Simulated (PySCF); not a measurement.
## Cr: ionisation energy

Cr [Ar] 3d5 4s1 (7S) → Cr⁺ [Ar] 3d5 (6S), as a difference of total energies. Calculation: PySCF 2.14, in x2c-TZVPPall (6s5p4d2f1g, 64 functions); the spin-free X2C one-electron Hamiltonian (Gaussian nucleus). Correlated levels: valence and next inner shell: [Ne] frozen. The calculations carry no spin-orbit coupling.

Order these methods by the ionisation energy they give, lowest first.
A. CCSD (valence and next inner shell)
B. UHF
C. CCSD(T) (valence and next inner shell)
D. SCS-MP2 (valence and next inner shell)

B (6.016 eV), D (6.413 eV), A (6.667 eV), C (6.727 eV).

Errors of the correlated levels include the incompleteness of this basis and the frozen core.

For comparison: 6.767 eV (measured; NIST Atomic Spectra Database, ionization energies).
